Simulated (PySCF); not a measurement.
Compound: C₆H₁₀O₂P (charge -1).
Atom-mapped SMILES: `[CH2:1]=[CH:2][P@:3](=[O:4])([O-:5])[CH:6]1[CH2:7][CH2:8][CH2:9]1`

Definitions: NICS(0) = −σiso at the ring centroid; NICS(1) = −σiso and NICS(1)zz = −σzz at ±1 Å along the ring normal z. Level: GIAO PBE0/pcSseg-1 (PySCF, non-relativistic, gas phase) on the GFN2-xTB geometry, one conformer.

Ring bond lengths (Å), with Mayer bond orders in brackets: C6–C7 1.527 (0.99), C7–C8 1.533 (1.05), C8–C9 1.533 (1.04), C9–C6 1.529 (1.01).

Problem. Give the NICS values of each ring in ppm.

Solution. 
```
       ring                                            type  NICS(0)  NICS(1), two faces  NICS(1)zz, two faces  rms pucker (Å)  centre to ring atoms, mean (Å)
C6–C7–C8–C9  4-membered carbocycle; formal bonds all single      0.3          0.5 / -0.9            4.3 / -1.0            0.09                            1.08
```

Problem. What can be read from them?

Solution. 
- C6–C7–C8–C9: mean NICS(1)zz 1.6 ppm, near zero. C6, C7, C8, C9 have four or more neighbours, so the value isn't read as a sign of a π ring current. The two faces differ by 5.3 ppm, so no symmetry operation interchanges them.

Problem. What are the shieldings of the ring atoms and their hydrogens in the same run (means over atoms taken as equivalent)?

Solution. 
```tsv
atoms	environment	σ isotropic (ppm)	principal values of the symmetric part, first atom (ppm)
C6	sp3 carbon bound to phosphorus	151.5	147.4, 151.2, 156.1
C7	four-membered-ring carbon	162.0	151.5, 158.8, 175.6
C8	four-membered-ring carbon	166.0	152.4, 167.2, 178.3
C9	four-membered-ring carbon	165.2	156.7, 158.5, 180.5
H on C6	methine hydrogen	30.22	26.6, 29.1, 35.0
H on C7	methylene hydrogen	30.15	26.9, 28.1, 35.5
H on C7	methylene hydrogen	29.82	25.9, 29.5, 34.1
H on C8	methylene hydrogen	28.98	24.9, 29.0, 33.0
H on C8	methylene hydrogen	30.38	26.8, 27.1, 37.3
H on C9	methylene hydrogen	29.99	26.6, 27.7, 35.7
H on C9	methylene hydrogen	29.07	25.0, 28.7, 33.5
```

Shape of the structure used: `[CH2:1]=[CH:2][P@:3](=[O:4])([O-:5])[CH:6]1[CH2:7][CH2:8][CH2:9]1`: C1–C2–P3–O4 7°, C2–P3–C6–C7 -74°.
